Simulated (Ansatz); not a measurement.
A set of 12 reactions (hydrogenolysis), with CCSD(T)/CBS values in kJ/mol:

| reaction | ΔE |
| --- | --- |
| `C=C[CH2][GaH][Cl]` + H₂ → `C=CC` + `[Cl][GaH2]` | -18.5 |
| `[AlH2][SiH2]P` + H₂ → PH₃ + `[AlH2][SiH3]` | 3.1 |
| `F[CH2][GeH2][SH]` + H₂ → `[CH3][GeH2][SH]` + H–F | -138.2 |
| `F[CH2][GeH2][SH]` + H₂ → `F[CH2][GeH3]` + H₂S | 29.3 |
| `C[S][Sn]([Cl])([Cl])[S]C` + H₂ → `C[S][SnH]([Cl])[Cl]` + CH₃SH | 50.6 |
| `CB[SiH2]N` + H₂ → `B[SiH2]N` + CH₄ | -18.0 |
| `FC([SiH3])CCl` + H₂ → `CC(F)[SiH3]` + HCl | -85.2 |
| `N[Si@@H](F)O[Si@@H](N)F` + H₂ → `N[SiH2]O[SiH](N)F` + H–F | 140.3 |
| `N#[C][SnH]([C]#N)[C]#N` + H₂ → `N#[C][SnH2][C]#N` + `C#N` | -16.3 |
| `[F][Ge]([Cl])([Cl])[Cl]` + H₂ → `[Cl][GeH]([Cl])[Cl]` + H–F | 29.5 |
| `CCC(C)CC(C)C` + H₂ → `CCCC(C)C` + `CC` | -53.8 |
| `CCC(C)CC(C)C` + H₂ → `CC(C)CC(C)C` + CH₄ | -69.9 |

Calculated with Ansatz (gas phase, PBE0-D4/def2-TZVP geometries, no zero-point term in ΔE). CBS: MP2 limit from def2 TZ/QZ plus the TZ coupled-cluster correction, frozen cores. This one scheme is used for every species. Functionals use def2-TZVPP. B3LYP here is the variant with VWN-RPA as its local correlation; programs differ in this. Elements past krypton have def2 core potentials. For Ga, Ge, Sn outer-core shells are correlated without core-valence functions, which leaves a few kJ/mol of doubt a bond. Scalar relativity is left out up to krypton. Each species was taken in one conformer, which may not be the lowest.

(1) Give the mean, mean absolute and largest difference (level minus CCSD(T)/CBS, kJ/mol) for: PBE-D4, r2SCAN-D4, B3LYP-D4, ωB97X-V, ωB97M-V, r2SCAN, PBE0, B3LYP, HF/def2-TZVPP, MP2/def2-TZVPP, SCS-MP2/def2-TZVPP, CCSD/def2-TZVPP, MP2/def2-QZVPP, SCS-MP2/def2-QZVPP. (An estimate is asked.)

The largest T1 diagnostic in the set is 0.015, for `N#[C][SnH]([C]#N)[C]#N` (customary mark 0.02).

CCSD(T)/CBS is a level of theory with its own doubt, and the functionals carry their triple-zeta basis error, so these figures describe this set and don't rank the functionals.

Answers

(1) The calculation gave: 
```json
{"level": "PBE-D4", "mean": "2.9", "mean absolute": "5.7", "largest": "17.1"}
{"level": "r2SCAN-D4", "mean": "3.1", "mean absolute": "5.8", "largest": "14.8"}
{"level": "B3LYP-D4", "mean": "-0.3", "mean absolute": "4.9", "largest": "16.0"}
{"level": "ωB97X-V", "mean": "-1.7", "mean absolute": "6.1", "largest": "14.8"}
{"level": "ωB97M-V", "mean": "-1.2", "mean absolute": "5.1", "largest": "11.5"}
{"level": "r2SCAN", "mean": "1.5", "mean absolute": "6.5", "largest": "14.4"}
{"level": "PBE0", "mean": "-6.7", "mean absolute": "7.7", "largest": "-16.3"}
{"level": "B3LYP", "mean": "-9.3", "mean absolute": "12.9", "largest": "-25.9"}
{"level": "HF/def2-TZVPP", "mean": "-20.0", "mean absolute": "22.0", "largest": "-41.2"}
{"level": "MP2/def2-TZVPP", "mean": "3.5", "mean absolute": "4.3", "largest": "7.3"}
{"level": "SCS-MP2/def2-TZVPP", "mean": "-0.9", "mean absolute": "3.4", "largest": "8.3"}
{"level": "CCSD/def2-TZVPP", "mean": "-6.6", "mean absolute": "6.9", "largest": "-16.4"}
{"level": "MP2/def2-QZVPP", "mean": "4.5", "mean absolute": "5.7", "largest": "10.6"}
{"level": "SCS-MP2/def2-QZVPP", "mean": "0.0", "mean absolute": "2.4", "largest": "6.1"}
```
